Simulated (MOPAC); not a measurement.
Input for MOPAC: PM7 on CH4Be (SMILES [BeH][CH3]), a point of a bond scan (R = 1.598 Å).

```
PM7 1SCF PRECISE CHARGE=0 THREADS=1
CH4Be

Be    -0.93852540 1    -0.49476050 1    -0.13416384 1
H     -2.34099362 1    -1.23409680 1    -0.33464911 1
C      0.53116533 1     0.28001333 1     0.07593101 1
H      1.01548029 1    -0.00621365 1     1.01576467 1
H      0.42177910 1     1.36971531 1     0.09486335 1
H      1.23709912 1     0.04633441 1    -0.72832381 1
```

Program output:

```
*******************************************************************************
 **                                                                           **
 **                              MOPAC v23.2.5                                **
 **                                                                           **
 *******************************************************************************
 ** MOPAC's Digital Object Identifier: https://doi.org/10.5281/zenodo.6511958 **
 **                                                                           **
 ** Please cite the open-source release paper for use of this MOPAC version:  **
 ** J. E. Moussa and J. J. P. Stewart (2026)                                  **
 ** MOPAC: An open-source semiempirical molecular orbital program             **
 ** J. Open Source Softw., 11(119), 8025, https://doi.org/10.21105/joss.08025 **
 *******************************************************************************

                              PM7 CALCULATION RESULTS

 *******************************************************************************
 *  PM7        - The PM7 Hamiltonian to be used
 *
 *
 *
 *                 CHARGE ON SYSTEM = 0
 *
 *
 *
 *  PRECISE    - TIGHTER CRITERIA TO BE USED
 *  1SCF       - DO 1 SCF AND THEN STOP
 *  THREADS=1  - MULTI-THREADING NOT USED
 *  T=         - A TIME OF 172800.0 SECONDS REQUESTED
 *  DUMP=N     - RESTART FILE WRITTEN EVERY 7200.0 SECONDS REQUESTED
 *******************************************************************************
PM7 1SCF PRECISE CHARGE=0 THREADS=1
 CH4Be

   ATOM   CHEMICAL          X               Y               Z
  NUMBER   SYMBOL      (ANGSTROMS)     (ANGSTROMS)     (ANGSTROMS)

     1      Be         -0.93852540  *  -0.49476050  *  -0.13416384  *
     2       H         -2.34099362  *  -1.23409680  *  -0.33464911  *
     3       C          0.53116533  *   0.28001333  *   0.07593101  *
     4       H          1.01548029  *  -0.00621365  *   1.01576467  *
     5       H          0.42177910  *   1.36971531  *   0.09486335  *
     6       H          1.23709912  *   0.04633441  *  -0.72832381  *



          CARTESIAN COORDINATES

    NO.       ATOM           X           Y           Z

     1        Be         -0.9385     -0.4948     -0.1342
     2         H         -2.3410     -1.2341     -0.3346
     3         C          0.5312      0.2800      0.0759
     4         H          1.0155     -0.0062      1.0158
     5         H          0.4218      1.3697      0.0949
     6         H          1.2371      0.0463     -0.7283

 General Reference for PM7:
 "Optimization of Parameters for Semiempirical Methods VI: More Modifications to the
 NDDO Approximations and Re-optimization of Parameters", J. J. P. Stewart, J. Mol. Mod., 1:32, 19 (2013)
 https://link.springer.com/article/10.1007/s00894-012-1667-x

           Empirical Formula: C H4 Be  =     6 atoms



      MOLECULAR POINT GROUP   :   C3v


      RHF CALCULATION, NO. OF DOUBLY OCCUPIED LEVELS = 5


 -------------------------------------------------------------------------------
 PM7 1SCF PRECISE CHARGE=0 THREADS=1
 CH4Be



     1SCF WAS SPECIFIED, SO BFGS WAS NOT USED
     SCF FIELD WAS ACHIEVED


                              PM7 CALCULATION
                                                       MOPAC v23.2.5 Linux




          FINAL HEAT OF FORMATION =          0.22949 KCAL/MOL =       0.96019 KJ/MOL


          COSMO AREA              =         83.04 SQUARE ANGSTROMS
          COSMO VOLUME            =         66.00 CUBIC ANGSTROMS

          IONIZATION POTENTIAL    =         10.708952 EV
          HOMO LUMO ENERGIES (EV) =        -10.709  3.763
          NO. OF FILLED LEVELS    =          5
          MOLECULAR WEIGHT        =         25.0548         POINT GROUP:  C3v

          MOLECULAR DIMENSIONS (Angstroms)

            Atom       Atom       Distance
            H     5    H     2     3.82063
            H     4    H     6     1.75890
            H     5    H     4     1.46846


          SCF CALCULATIONS        =          1





   ATOM   CHEMICAL          X               Y               Z
  NUMBER   SYMBOL      (ANGSTROMS)     (ANGSTROMS)     (ANGSTROMS)

     1      Be         -0.93852540  *  -0.49476050  *  -0.13416384  *
     2       H         -2.34099362  *  -1.23409680  *  -0.33464911  *
     3       C          0.53116533  *   0.28001333  *   0.07593101  *
     4       H          1.01548029  *  -0.00621365  *   1.01576467  *
     5       H          0.42177910  *   1.36971531  *   0.09486335  *
     6       H          1.23709912  *   0.04633441  *  -0.72832381  *

                             CARTESIAN COORDINATES

   1   Be       -0.938525400    -0.494760500    -0.134163840
   2    H       -2.340993620    -1.234096800    -0.334649110
   3    C        0.531165330     0.280013330     0.075931010
   4    H        1.015480290    -0.006213650     1.015764670
   5    H        0.421779100     1.369715310     0.094863350
   6    H        1.237099120     0.046334410    -0.728323810


           Empirical Formula: C H4 Be  =     6 atoms



      MOLECULAR POINT GROUP   :   C3v


                  EIGENVALUES
 -23.59926 -13.26794 -13.26794 -11.71243 -10.70895   3.76344   4.10613   4.10613
   5.76443   6.25584   6.25584   7.72662


              NET ATOMIC CHARGES AND DIPOLE CONTRIBUTIONS

  ATOM NO.   TYPE          CHARGE      No. of ELECS.   s-Pop       p-Pop
    1         Be           0.425826        1.5742     0.84194     0.73223
    2          H          -0.114451        1.1145     1.11445
    3          C          -0.776959        4.7770     1.06531     3.71165
    4          H           0.155195        0.8448     0.84481
    5          H           0.155195        0.8448     0.84481
    6          H           0.155195        0.8448     0.84481
 DIPOLE           X         Y         Z       TOTAL
 POINT-CHG.    -0.621    -0.328    -0.089     0.708
 HYBRID         0.760     0.401     0.109     0.866
 SUM            0.139     0.073     0.020     0.158


          ATOMIC ORBITAL ELECTRON POPULATIONS

     Atom    s        px        py        pz
    1 Be   0.84194   0.53901   0.16355   0.02967
    2  H   1.11445
    3  C   1.06531   1.30434   1.21889   1.18842
    4  H   0.84481
    5  H   0.84481
    6  H   0.84481

 **********************
 *                    *
 * JOB ENDED NORMALLY *
 *                    *
 **********************




 == MOPAC DONE ==
```

The run finished.

Cost: roughly 0.020 core-seconds.
